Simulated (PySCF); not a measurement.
C₆H₉FN (doublet state).
Cartesian coordinates in Å at the GFN2-xTB level; atoms count from 1:
```
atom  x, y, z in Å
C1     1.8400    0.7482   -0.4786
C2     0.7026    0.1518    0.3389
C3     0.3112   -1.2768   -0.0816
C4    -1.1964   -1.3938    0.1862
C5    -1.6316    0.0190    0.1349
F6    -2.9309    0.3428    0.0741
C7    -0.5838    0.9480    0.2080
N8    -0.5941    2.2366    0.2029
H9     1.5997    0.7226   -1.5387
H10    1.9859    1.7838   -0.1871
H11    2.7610    0.1948   -0.3127
H12    0.9881    0.1645    1.3966
H13    0.5005   -1.3980   -1.1492
H14    0.8846   -2.0330    0.4509
H15   -1.7223   -2.0167   -0.5416
H16   -1.3965   -1.8207    1.1771
H17   -1.5249    2.6386    0.1100
```

The hyperfine couplings belong to this conformer and change with its torsions.

The species is `[H]/N=C1\[C](F)CC[C@H]1C` [radical].

Method used: PySCF 2.14.0, UKS B3LYP, pcH-1 on C F H N, non-relativistic, mean-field spin-orbit, GIAO. Isolated species at its GFN2-xTB geometry (one conformer only). The geometry wasn't refined by DFT: couplings that depend on bond lengths, twists or pyramidal angles can differ widely from those at the functional's own minimum. No stability test was run, so a lower SCF solution isn't excluded.

Principal values of hyperfine tensors in MHz (contact and dipolar terms together), for some of the nuclei:

```json
{"atom": "F6", "isotope": "19F", "A1": "-79.46", "A2": "-50.68", "A3": "449.99"}
{"atom": "H16", "isotope": "1H", "A1": "102.51", "A2": "103.64", "A3": "113.06"}
{"atom": "C5", "isotope": "13C", "A1": "10.33", "A2": "13.48", "A3": "193.45"}
{"atom": "H15", "isotope": "1H", "A1": "56.58", "A2": "57.24", "A3": "66.60"}
{"atom": "H17", "isotope": "1H", "A1": "-50.45", "A2": "-35.53", "A3": "-2.26"}
{"atom": "C4", "isotope": "13C", "A1": "-26.36", "A2": "-24.19", "A3": "-23.74"}
{"atom": "N8", "isotope": "14N", "A1": "-4.95", "A2": "-4.72", "A3": "57.68"}
{"atom": "H12", "isotope": "1H", "A1": "-9.69", "A2": "-7.66", "A3": "-3.58"}
```

Q: Give the isotropic coupling of each nucleus in MHz and in mT (g = 2.0039), and the anisotropic part.

A: a_iso = (A1 + A2 + A3)/3, Ti = Ai − a_iso; 1 mT corresponds to 28.048 MHz.

```csv
atom,a_iso (MHz),a_iso (mT),T1,T2,T3
F6,106.62,3.801,-186.08,-157.30,343.38
H16,106.41,3.794,-3.89,-2.76,6.66
C5,72.42,2.582,-62.09,-58.94,121.03
H15,60.14,2.144,-3.56,-2.90,6.46
H17,-29.41,-1.049,-21.03,-6.12,27.15
C4,-24.76,-0.883,-1.59,0.57,1.02
N8,16.01,0.571,-20.95,-20.72,41.68
H12,-6.98,-0.249,-2.71,-0.69,3.40
```

Q: What spin density at the nucleus of C4 lies behind its contact coupling (g_N = 1.40482)?

A: a_FC = 800.24 MHz bohr³ × g_N × ρ(0)/(2S). With a_FC = -24.76 MHz and 2S = 1, ρ(0) = -0.02203 bohr⁻³.

Q: C7 (13C, g_N = 1.40482) isn't in the table. Its spin density at the nucleus is -0.03792 bohr⁻³. What is its contact coupling?

A: By the same relation, a_FC = -42.6 MHz. Its full tensor has the principal values -64.33, -36.05, -27.50 MHz.

Q: Name the largest traceless tensor T of the table and describe it.

A: F6: -186.1, -157.3, 343.4 MHz, rhombic: the two smaller values differ by 8 % of the largest.

Q: In a single crystal, with the field along each principal axis of the tensor of F6 in turn, what first-order splitting does this nucleus give (isotropic g, quadrupole terms neglected)?

A: 2 lines (I = 1/2), spaced by |A_i|/(g × 13.996): 2.83, 1.81, 16.04 mT along the axes of A1, A2 and A3.
